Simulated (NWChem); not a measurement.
Basis-set convergence for CH₂AlNO

SMILES: O=C=[N][AlH2]
```xyz
6

Al     0.0000     0.0000    -1.7257
H     -1.3990     0.0000    -2.4576
H      1.3990     0.0000    -2.4576
N      0.0000     0.0000     0.0561
C      0.0000     0.0000     1.2580
O      0.0000     0.0000     2.4260
```
Charge 0, spin multiplicity 1.

All runs are NWChem calculations. Structure: optimised with PBE0/def2-SVP, a minimum by its harmonic frequencies. It is one conformer; others weren't searched.

Quantity: vertical ionisation energy at the level ΔPBE (Δ: difference of total energies, the cation a doublet at the parent's geometry with its hole in an orbital of symmetry b1 (C2v labels); it is the state that the SCF runs reached, from PBE0 orbitals for Hartree-Fock references, and need not be the lowest).

The Pople sets run with spherical d functions. The structure started from a generated list of species. No SCF solution was tested for a lower state.

The cost column gives rough processor time relative to 3-21G; each entry includes its own SCF.

```
basis        functions  vertical ionisation energy (eV)  relative cost
-----------  ---------  -------------------------------  -------------
3-21G               44                             9.83              1
6-31G*              64                             9.95        under 3
pcseg-1             70                            10.10        under 3
6-31+G*             80                            10.10        under 3
6-311++G**         110                            10.08              6
cc-pVTZ            152                            10.03             10
def2-TZVPD         175                            10.07             20
aug-cc-pVTZ        234                            10.06            100
```

Smallest basis within 0.2 eV of aug-cc-pVTZ, the largest set run: 6-31G*, with 64 functions against 234 and about 2 % of the time (also within reach: pcseg-1, 6-31+G*, 6-311++G**, cc-pVTZ, def2-TZVPD). aug-cc-pVTZ isn't the basis-set limit itself, and a small set can land close by cancellation.
